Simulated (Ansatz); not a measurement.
Diatomic BeAl-, multiplicity 3 (lowest of 2S+1 = 1, 3 at CCSD(T)/def2-TZVPP on PBE0 minima; our sources give no spin for the ground state, which may be another).

Constants: fifth-degree fit in 1/R to seven points, most abundant isotopes. In def2 and cc sets the state is the lowest found near the PBE0 minimum, followed along R.

Frozen-core correlation. CBS: X⁻³ extrapolation of the correlation energy, Hartree–Fock from the larger set.

Run with Ansatz (an electronic-structure program) with Gaussian orbitals. Each number belongs to the level named beside it.

**Question.** What bond length and harmonic frequency does PBE/def2-TZVPP give?

**Answer.** r_e = 2.301 Å, ω_e = 459 cm⁻¹.

**Question.** What bond length and harmonic frequency does CCSD/aug-cc-pV(T+d)Z give?

**Answer.** r_e = 2.328 Å, ω_e = 428 cm⁻¹.

**Question.** What bond length and harmonic frequency does CCSD(T)/CBS(aug-cc-pV(T+d)Z, aug-cc-pV(Q+d)Z) give?

**Answer.** r_e = 2.304 Å, ω_e = 456 cm⁻¹.
